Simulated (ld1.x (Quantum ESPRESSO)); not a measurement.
**What the settings do to the TM potential of lithium**

Base potential:

ld1.x (Quantum ESPRESSO) 7.5 input, shortened:

```
&input
   title='Li', zed=3., rel=1, dft='PZ', iswitch=3,
   config='[He] 2s1 2p0'
 /
 &inputp
   pseudotype=2, tm=.true., lloc=1,
   nlcc=.true., new_core_ps=.true., rcore=1.90
 /
2
2S  1  0   1.00   0.00  2.30  2.30  0.0
2P  2  1   0.00   0.00  4.20  4.20  0.0
 &test
   configts(1)='2s1 2p0'
 /
```

Cutoffs, loose and tight: the cutoffs (Ry, on a coarse ladder) from which the occupation-weighted sum of valence levels, in a spherical-Bessel basis at the reference potential, stays within 10 and 1 mRy of its value at 400 Ry. They do not see the model core or the augmentation charge, which bear on the density cutoff. Test errors are all-electron minus pseudo excitation energies from the reference, over the configurations 2s0.5 2p0; 2s0 2p1 (two spin-polarised tests are not counted in the largest error). A dash means not determined; rows that change the core or the reference have their own tests.

```tsv
change	outcome	cutoff, loose	cutoff, tight	bound ghosts	largest test error (meV)
base	generated	6 Ry	6 Ry	none	-4.6
wave 2p (bound): rc 4.20 bohr becomes 2p (bound): rc 6.00 bohr	generated	6 Ry	6 Ry	none	-16
all radii but the core radius scaled by about 1.39 (s 3.20, p 5.84 bohr)	generated	6 Ry	6 Ry	none	-18
core correction Bessel-smoothed model core inside 1.62 bohr	generated	6 Ry	6 Ry	none	-4.7
type TM semilocal	generated	6 Ry	6 Ry	none	-4.6
wave 2s (bound): rc 2.30 bohr becomes 2s (bound): rc 1.74 bohr	generated	6 Ry	21 Ry	none	-5.0
local potential the s channel	generated	6 Ry	6 Ry	none	-4.5
wave 2p (bound): rc 4.20 bohr becomes 2p (bound): rc 4.94 bohr	generated	6 Ry	6 Ry	none	-9.3
functional PBE	generated	6 Ry	6 Ry	none	-5.4
local potential all-electron potential smoothed inside 2.35 bohr (lloc = -1)	generated	6 Ry	6 Ry	none	-4.5
```
